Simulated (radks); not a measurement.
Results of a calculation; reference values are marked as such.
Numerical settings for the lead ion Pb+, [Hg] 6p1. Code: a radial shooting solver on a logarithmic mesh with Libxc functionals. Model: Dirac Kohn-Sham, PBEsol, spin-unpolarised, spherical densities, finite nucleus; open shells are shared between the two j in proportion to 2j + 1; Fermi nuclear charge, rms radius 5.5012 fm. The defaults (mesh step 0.008 in ln r, mesh end at 40 bohr or more with all orbitals vanishing there, Anderson mixing 0.5 over 9 steps, residual threshold near 1e-9 with the energy settled to 1e-9 hartree or 1e-11 of itself, here a cap of 94 iterations) give E = -20916.779 hartree and 6p3/2 at -9.386 eV in 14 iterations. Run on one thread of a shared host, so times are rough (Intel(R) Xeon(R) Platinum 8488C): 0.18 s of CPU time, 0.18 s wall, 14 iterations on 2360 mesh points. Changes against that run (0 stands for a change within the tolerance of the run):

setting                    iterations         converged  E (mhartree)  e(6p3/2) (meV)  CPU (s)
mesh step in ln r 0.003            14               yes             0               0     0.46
mesh step in ln r 0.08              6                no      diverged               -     0.04
mesh step in ln r 0.005            14               yes             0               0     0.27
mesh end (bohr) 3                  14  level above zero     +1.65e+03       +2.54e+04     0.14
mesh end (bohr) 20                 14               yes             0               0     0.18
residual threshold 1e-05           10               yes             0         -0.0425     0.16
residual threshold 0.01             9               yes             0           +1.23     0.14
mixing 0.05                        21               yes             0               0     0.25
linear mixing, mixing 0.8          94                no             0         +0.0618      1.1
linear mixing, mixing 0.2          88               yes             0               0     0.78
mixing history 2                   20               yes             0               0     0.22
iteration cap 8                     8                no             0           +1.23     0.12

Settled on a wrong energy, with an occupied level pushed above zero by the early mesh end: mesh end (bohr) 3 (+1.65 hartree). Apart from these: no run marked as converged misses the energy by more than 1 mhartree. A mesh that ends early acts as a hard wall.
